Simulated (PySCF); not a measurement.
**The second ionisation energy along group 15**

Calculated with PySCF 2.14 from differences of total energies of unrestricted determinants, without spin-orbit coupling. Values in eV. The last column holds reference values (NIST; (s) semi-empirical, (t) theoretical, else measured). Unmarked ones compare directly (S terms, centres of terms, or small fine structure); those marked * lie between the lowest fine-structure levels and include a spin-orbit shift.

```json
{"element": "N (jorge-DZP-DKH, spin-free X2C)", "configurations": "[He] 2s2 2p2 → [He] 2s2 2p1", "UHF": "29.307", "MP2 (valence)": "29.500", "SCS-MP2 (valence)": "29.403", "CCSD (valence)": "29.309", "CCSD(T) (valence)": "29.314", "reference": "29.601 (s) *"}
{"element": "P (jorge-DZP-DKH, spin-free X2C)", "configurations": "[Ne] 3s2 3p2 → [Ne] 3s2 3p1", "UHF": "19.150", "MP2 (valence)": "19.470", "SCS-MP2 (valence)": "19.390", "CCSD (valence)": "19.495", "CCSD(T) (valence)": "19.505", "reference": "19.769 (s) *"}
{"element": "As (jorge-DZP-DKH, spin-free X2C)", "configurations": "[Ar] 3d10 4s2 4p2 → [Ar] 3d10 4s2 4p1", "UHF": "17.947", "MP2 (valence)": "17.928", "SCS-MP2 (valence)": "17.880", "CCSD (valence)": "17.859", "CCSD(T) (valence)": "17.860", "reference": "18.589 *"}
```

"Valence" correlates the outer s and p shells and, in groups 3 to 12 and the f block, the outer d or f shell, open or full, or the next shell where the ion has no valence electron left; the wider scheme adds the next inner shell.
